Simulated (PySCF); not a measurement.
Predicted microwave data (PBE0/pcSseg-1 in PySCF (dipole) on a GFN2-xTB geometry, gas phase) for one isomer of C6H11ClO:

```
Rotational constants : A = 3210, B = 805.6, C = 713.5 MHz
Dipole components    : |μa| = 2.20 D, |μb| = 1.95 D, |μc| = 0.59 D
Inertial defect      : -76.45 u·Å²
κ                    : -0.93
```

Question: Which structure is it? (One computed conformer of each.)
A. `[CH3:1][CH2:2][C@H:3]([CH3:4])[CH2:5][C:6](=[O:7])[Cl:8]` with C1–C2–C3–C4 -68°, C2–C3–C5–C6 -72°, C3–C5–C6–O7 -11°
B. `[CH3:1][CH:2]([CH3:3])[CH2:4][CH2:5][C:6](=[O:7])[Cl:8]` with C1–C2–C4–C5 64°, C2–C4–C5–C6 174°, C4–C5–C6–O7 4° (4-methylvaleryl chloride)
C. `[CH3:1][CH2:2][C:3]([CH3:4])([CH3:5])[C:6](=[O:7])[Cl:8]` with C1–C2–C3–C4 -62°, C2–C3–C6–O7 -122°
D. `[CH3:1][C:2]([CH3:3])([CH3:4])[CH2:5][C:6](=[O:7])[Cl:8]` with C2–C5–C6–O7 2° (3,3-dimethylbutyryl chloride)
E. `[CH3:1][CH2:2][CH2:3][C@H:4]([CH3:5])[C:6](=[O:7])[Cl:8]` with C1–C2–C3–C4 180°, C2–C3–C4–C5 -173°, C3–C4–C6–O7 25°
F. `[OH:1][C@H:2]1[CH2:3][CH2:4][C@@H:5]([Cl:6])[CH2:7][CH2:8]1` with H–O1–C2–C3 -62°, O1–C2–C3–C4 -178°, C2–C3–C4–C5 -56°, C3–C4–C5–Cl6 -68°, C4–C5–C7–C8 -54°

Answer: A. It is CC[C@H](C)CC(=O)Cl, a near-prolate asymmetric top, point group C1. The candidates at the same level (rigid rotor, commonest isotopes):

| SMILES | A (MHz) | B (MHz) | C (MHz) | μa (D) | μb (D) | μc (D) | Δ (u·Å²) | point group | rotor |
| --- | --- | --- | --- | --- | --- | --- | --- | --- | --- |
| O[C@H]1CC[C@@H](Cl)CC1 | 2853 | 1156 | 1095 | 0.42 | 0.00 | 1.29 | -152.77 | Cs | near-prolate asymmetric top |
| CCC(C)(C)C(=O)Cl | 1997 | 1394 | 1285 | 2.49 | 0.23 | 1.81 | -222.43 | C1 | asymmetric top |
| CC(C)(C)CC(=O)Cl | 3143 | 931.6 | 856.6 | 2.40 | 1.75 | 0.04 | -113.33 | near Cs | near-prolate asymmetric top |
| CC[C@H](C)CC(=O)Cl | 3210 | 805.6 | 713.5 | 2.20 | 1.95 | 0.59 | -76.45 | C1 | near-prolate asymmetric top |
| CCC[C@H](C)C(=O)Cl | 2750 | 901.2 | 792.9 | 1.66 | 2.16 | 1.24 | -107.17 | C1 | asymmetric top |
| CC(C)CCC(=O)Cl | 3976 | 662.1 | 595.7 | 2.76 | 1.53 | 0.51 | -42.04 | C1 | near-prolate asymmetric top |

`CCC[C@H](C)C(=O)Cl` has A 14 % too low; `CC(C)(C)CC(=O)Cl` has C 20 % too high; `O[C@H]1CC[C@@H](Cl)CC1` has C 53 % too high; `CCC(C)(C)C(=O)Cl` has C 80 % too high; `CC(C)CCC(=O)Cl` has A 24 % too high. No structure here is proved a minimum.
